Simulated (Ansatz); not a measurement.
Process, species as SMILES: C[Si](C)(O)O [dihydroxy(dimethyl)silane] → C[Si](C)([O])O + H atom (the H-O bond at the site shown breaks; other sites are not compared here)
Geometries: B3LYP-D3(BJ)/def2-TZVP minima from Ansatz (a first-principles code), one conformer each, not searched for the lowest.

Quantity: bond dissociation energy (electronic energy difference), in kJ/mol. Valence correlation only, unless marked. Open shells are spin-unrestricted. No spin-orbit coupling. Non-relativistic. Basis-set limits of correlation are two-point, X^-3; Hartree-Fock from the larger set.

CCSD(T)/CBS(cc-pV(T+d)Z,cc-pV(Q+d)Z) (Ansatz) gives 525.7 kJ/mol.

Question: Another calculation gave 506.2 kJ/mol. Which level was it?
A. SVWN5/def2-TZVPD (Ansatz)
B. r2SCAN/def2-TZVPD (Ansatz)
C. revPBE/def2-TZVPD (Ansatz)
D. B2PLYP/def2-TZVPD (Ansatz)

Answer: D, B2PLYP/def2-TZVPD (Ansatz). The others give 490.3 (r2SCAN), 550.9 (SVWN5), 474.2 (revPBE) kJ/mol.
